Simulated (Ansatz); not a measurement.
Reaction (formal exchange of groups at a C–F bond): `FCSCS` + SiH₄ → `[SiH3]CSCS` + H–F

Gas-phase electronic energies from Ansatz, PBE0-D4/def2-TZVP geometries. CBS: MP2 limit from def2 TZ/QZ plus the TZ coupled-cluster correction, frozen cores. This one scheme is used for every species. Functionals use def2-TZVPP. B3LYP here is the variant with VWN-RPA as its local correlation; programs differ in this. HSE06 is defined as in plane-wave codes. Each species was taken in one conformer, which may not be the lowest.

`FCSCS`:

Z-matrix (Å, degrees):
```
C
S 1 1.778
F 1 1.379 2 112.7
H 1 1.092 2 106.9 3 119.5
H 1 1.093 2 109.6 3 -120.4
C 2 1.805 1 99.9 3 72.3
S 6 1.806 2 116.8 1 62.5
H 6 1.090 2 105.8 1 -173.8
H 6 1.091 2 109.7 1 -57.7
H 7 1.343 6 96.4 2 60.8
```

SiH₄:

Z-matrix (Å, degrees):
```
Si
H 1 1.485
H 1 1.485 2 109.5
H 1 1.485 2 109.5 3 -120.0
H 1 1.485 2 109.5 3 120.0
```

`[SiH3]CSCS`:

```xyz
13

Si    0.941    1.216   -1.197
C     0.432   -0.595   -1.181
S     0.473   -1.274    0.501
C    -1.096   -0.641    1.126
S    -1.249   -0.954    2.889
H     0.102    1.993   -0.246
H     2.363    1.320   -0.786
H     0.777    1.808   -2.555
H     1.154   -1.180   -1.756
H    -0.547   -0.776   -1.634
H    -1.193    0.423    0.912
H    -1.930   -1.171    0.661
H    -0.227   -0.169    3.266
```

H–F:

Z-matrix (Å, degrees):
```
F
H 1 0.920
```

| level | ΔE (kJ/mol) | difference from CCSD(T)/CBS |
| --- | --- | --- |
| LDA (SPW92) | -54.4 | 18.9 |
| PBE-D4 | -56.6 | 16.7 |
| revPBE-D4 | -59.8 | 13.5 |
| BLYP-D4 | -49.7 | 23.6 |
| r2SCAN-D4 | -54.7 | 18.6 |
| B97M-V | -52.2 | 21.1 |
| PBE0-D4 | -63.0 | 10.3 |
| B3LYP-D4 | -54.6 | 18.7 |
| r2SCANh-D4 | -57.6 | 15.7 |
| r2SCAN0-D4 | -61.5 | 11.8 |
| HSE06-D4 | -63.0 | 10.3 |
| BHLYP-D4 | -57.9 | 15.4 |
| CAM-B3LYP-D4 | -51.1 | 22.2 |
| ωB97X-V | -53.4 | 19.9 |
| ωB97M-V | -59.4 | 13.9 |
| B2PLYP | -55.8 | 17.5 |
| PBE-QIDH | -68.8 | 4.5 |
| PBE | -50.1 | 23.2 |
| revPBE | -47.5 | 25.8 |
| BLYP | -37.0 | 36.3 |
| r2SCAN | -52.7 | 20.6 |
| PBE0 | -57.2 | 16.1 |
| B3LYP | -44.2 | 29.1 |
| r2SCANh | -55.5 | 17.8 |
| r2SCAN0 | -59.1 | 14.2 |
| HSE06 | -57.4 | 15.9 |
| CAM-B3LYP | -44.8 | 28.5 |
| LC-ωPBE | -57.6 | 15.7 |
| RPA@PBE/def2-TZVPP | -58.4 | 14.9 |
| HF/def2-SVP | -30.6 | 42.7 |
| MP2/def2-SVP | -54.6 | 18.7 |
| CCSD/def2-SVP | -43.1 | 30.2 |
| CCSD(T)/def2-SVP | -43.4 | 29.9 |
| HF/def2-TZVPP | -42.7 | 30.6 |
| CCSD/def2-TZVPP | -64.8 | 8.5 |
| HF/def2-QZVPP | -43.4 | 29.9 |
| MP2/def2-QZVPP | -83.1 | -9.8 |
| SCS-MP2/def2-QZVPP | -72.1 | 1.2 |
| HF/CBS(def2) | -43.5 | 29.8 |
| CCSD/CBS(def2) | -71.5 | 1.8 |
| CCSD(T)/CBS | -73.3 | 0 |

(1) What do rigid-rotor, harmonic-oscillator terms from PBE0-D4/def2-TZVP frequencies (298.15 K, 1 bar) make of the CCSD(T)/CBS value? (Best estimate.)

Largest T1 diagnostic among the species: 0.012.

Answers

(1) Ansatz gave: ΔZPE = +0.1 kJ/mol, ΔH = -70.3 kJ/mol, ΔS = 7 J/(mol·K), ΔG = -72.4 kJ/mol. Modes under 50 cm⁻¹ make the entropy rough.

Leaving LDA and LC-ωPBE aside and taking each functional with its dispersion term where it has one, the values spread over 19.1 kJ/mol, from PBE-QIDH to BLYP-D4. LDA lies −4.3 kJ/mol from PBE without D4. The D4 term adds −10.4 kJ/mol with B3LYP and −5.9 kJ/mol with PBE0; it sums over pairs of atoms, weighted by their polarisabilities, and B3LYP, whose exchange is more repulsive, gets the larger term.
